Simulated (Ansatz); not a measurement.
The cluster Sr3S4, 7 atoms. Hardware: 4 threads of INTEL XEON PLATINUM 8581C on a shared host.

In the def2 sets Sr takes a core potential; there is no spin–orbit coupling. Correlated methods freeze 20 core orbitals; core or outer-core shells of Sr are correlated, in sets that lack core-valence functions.

Q: How many basis functions does each of these Ansatz runs have, and roughly what does it cost? PBE-D4/def2-TZVP, charge 0 singlet, energy and forces, from earlier orbitals; PBE-D4/def2-SVP, charge 0 singlet, energy, from earlier orbitals; PBE0-D4/def2-TZVP, charge 0 singlet, energy, from earlier orbitals; BLYP-D4/def2-TZVP, charge 0 singlet, energy, from earlier orbitals; BHLYP-D4/def2-TZVP, charge 0 singlet, energy, from earlier orbitals; PBE0-D4/def2-SVP, charge 0 singlet, energy, from earlier orbitals; CCSD(T)/def2-SVP, charge 0 singlet, energy, from earlier orbitals; PBE-D4/def2-SVP, charge 0 singlet, relaxation, 5 steps; ωB97M-V/def2-TZVP, charge 0 singlet, energy, from earlier orbitals; MP2/def2-TZVP, charge 0 singlet, energy, from earlier orbitals; r2SCAN-D4/def2-TZVP, charge 0 singlet, energy, from earlier orbitals.

A: Other jobs shared the machine, so times can vary by a factor of up to 3. A dash marks memory too small to be measured apart from the calling script's.

| run | functions | fitting or Cholesky vectors | wall time | peak host memory (GiB) |
| --- | --- | --- | --- | --- |
| PBE-D4/def2-SVP, charge 0 singlet, energy, from earlier orbitals | 141 | 1663 | 1.7 s | – |
| PBE0-D4/def2-SVP, charge 0 singlet, energy, from earlier orbitals | 141 | 1312 | 3.2 s | – |
| BLYP-D4/def2-TZVP, charge 0 singlet, energy, from earlier orbitals | 247 | 1983 | 3.4 s | – |
| PBE-D4/def2-TZVP, charge 0 singlet, energy and forces, from earlier orbitals | 247 | 1983 | 4 s | – |
| MP2/def2-TZVP, charge 0 singlet, energy, from earlier orbitals | 247 | 1761 | 6 s | 0.79 |
| r2SCAN-D4/def2-TZVP, charge 0 singlet, energy, from earlier orbitals | 247 | 1983 | 6.5 s | 0.59 |
| PBE0-D4/def2-TZVP, charge 0 singlet, energy, from earlier orbitals | 247 | 2050 | 6.5 s | 1.2 |
| BHLYP-D4/def2-TZVP, charge 0 singlet, energy, from earlier orbitals | 247 | 2196 | 6.5 s | 1.2 |
| PBE-D4/def2-SVP, charge 0 singlet, relaxation, 5 steps | 141 | 1663 | 7 s | – |
| ωB97M-V/def2-TZVP, charge 0 singlet, energy, from earlier orbitals | 247 | 1995 | 15 s | 1.3 |
| CCSD(T)/def2-SVP, charge 0 singlet, energy, from earlier orbitals | 141 | 1312 | 23 s | 1.1 |
